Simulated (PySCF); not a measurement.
## Partial charges of `C/C=N/[SiH2]P`

C2H8NPSi.
Z-matrix (Å and degrees, GFN2-xTB geometry), rows numbered from 1:
```
C 
C   1  1.4883
N   2  1.2538  1  121.73
Si  3  1.7109  2  136.94  1  -175.99
P   4  2.2491  3  107.22  2   108.17
H   1  1.0893  2  109.69  3  -120.27
H   1  1.0894  2  109.73  3   121.82
H   1  1.0860  2  110.42  3     0.71
H   2  1.0978  1  115.10  3   179.75
H   4  1.4594  3  103.37  2  -137.04
H   4  1.4699  3  118.95  2   -12.22
H   5  1.3835  4   95.61  3   -47.68
H   5  1.3807  4   95.18  3    44.96
```

Density: PBE0/pcSseg-1 (PySCF); schemes: Mulliken, IAO, Hirshfeld and ESP-fitted. The structure is a single GFN2-xTB conformer in the gas phase; no vibrational or solvent corrections.

Q: Atoms with like bonding are taken together and averaged. Do the Mulliken, IAO, Hirshfeld and ESP-fitted schemes agree on where the charge is highest?

A: All schemes agree: Mulliken Si4 (+0.559); IAO Si4 (+0.721); Hirshfeld Si4 (+0.309); ESP-fitted Si4 (+0.663).

Q: Which atoms carry the lowest charge in the Mulliken, IAO, Hirshfeld and ESP-fitted schemes?

A: All schemes agree: Mulliken N3 (-0.542); IAO N3 (-0.556); Hirshfeld N3 (-0.243); ESP-fitted N3 (-0.692).

Q: What partial charge does each atom carry?

A: In e; atoms taken as equivalent share a row and are averaged (×n: the atom named and its like, n in all):

```csv
atom,environment,Mulliken,IAO,Hirshfeld,ESP-fitted
C1,methyl carbon,-0.244,-0.448,-0.119,-0.483
C2,C=N carbon,+0.058,+0.086,+0.075,+0.527
N3,C=N nitrogen,-0.542,-0.556,-0.243,-0.692
Si4,SiH2 silicon,+0.559,+0.721,+0.309,+0.663
P5,three-coordinate phosphorus,-0.239,-0.117,-0.035,-0.440
H6/H7/H8,methyl hydrogen,+0.131,+0.160,+0.052,+0.135
H9,hydrogen on a C=N carbon,+0.082,+0.101,+0.040,-0.021
H10/H11,Si–H hydrogen,-0.088,-0.134,-0.082,-0.118
H12/H13,P–H hydrogen,+0.054,0.000,-0.010,+0.138
```

Mean size of the charges over all atoms: ESP-fitted 0.288 e, IAO 0.214 e, Mulliken 0.185 e, Hirshfeld 0.089 e. Each set sums to the total charge, 0, to within 0.001 e. The ESP scheme fits charges at the nuclei, held to the total charge, to the electrostatic potential on points at 1.4 to 2.0 times the van der Waals radii. The IAO scheme projects the occupied orbitals on a minimal set of polarised atomic orbitals and counts the electrons in each atom's part of it.

Some averages cover members that differ in this geometry: H10/H11, ESP-fitted -0.137 to -0.099; H10/H11, IAO -0.149 to -0.118 e.

Q: How closely do the schemes follow one another over all atoms?

A: Correlation coefficient and root-mean-square difference: IAO with Hirshfeld 0.98, 0.181 e; Mulliken with IAO 0.97, 0.086 e; Mulliken with Hirshfeld 0.96, 0.135 e; Mulliken with ESP-fitted 0.92, 0.170 e; IAO with ESP-fitted 0.89, 0.170 e; Hirshfeld with ESP-fitted 0.89, 0.263 e.

Q: Sum the charges by element, for elements with more than one atom.

A: 
```
element  atoms  Mulliken     IAO  Hirshfeld  ESP-fitted
      C      2    -0.186  -0.362     -0.044      +0.044
      H      8    +0.408  +0.314     +0.013      +0.424
```

Q: How many electrons does the ESP-fitted scheme count on N3?

A: Z − q = 7 − (-0.692) = 7.692.
